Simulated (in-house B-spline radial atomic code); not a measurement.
Relativistic effects in Ni⁵⁺, [Ar] 3d5: non-relativistic Hartree-Fock (point nucleus) against Dirac-Hartree-Fock (Fermi nucleus of rms radius 3.7757 fm), both averages of the configuration, computed with a B-spline radial code for spherical atoms.

```csv
orbital,ε NR (Eh),ε Dirac (Eh),<r> NR (bohr),<r> Dirac (bohr),change of <r> (%)
1s1/2,-309.01,-312.33,0.05481,0.05406,-1.4
2s1/2,-41.378,-42.091,0.2469,0.2434,-1.4
2p1/2,-36.396,-36.975,0.2161,0.2127,-1.6
2p3/2,-36.396,-36.323,0.2161,0.2158,-0.2
3s1/2,-8.0813,-8.2038,0.727,0.7189,-1.1
3p1/2,-6.4207,-6.5098,0.7481,0.7396,-1.1
3p3/2,-6.4207,-6.4169,0.7481,0.7473,-0.1
3d3/2,-3.9011,?,0.7886,?,?
3d5/2,-3.9011,?,0.7886,?,?
```

Question: What happens to 3d5/2?

Answer: Its energy goes to -3.8767 hartree and <r> to 0.792 bohr (+0.43 %).

Question: What happens to 3d3/2?

Answer: Its energy goes to -3.8885 hartree and <r> to 0.7893 bohr (+0.09 %).

Question: What explains the pattern of contraction and expansion?

Answer: Expansion is seen in 3d3/2, 3d5/2. The s and p1/2 orbitals contract directly, screen the nucleus better, and so push out orbitals that have little density near the nucleus; spin-orbit coupling adds to this for j = l + 1/2 and opposes it for j = l - 1/2.

Question: By how much does the total energy change?

Answer: By -12.518 hartree, from -1499.771 to -1512.289.
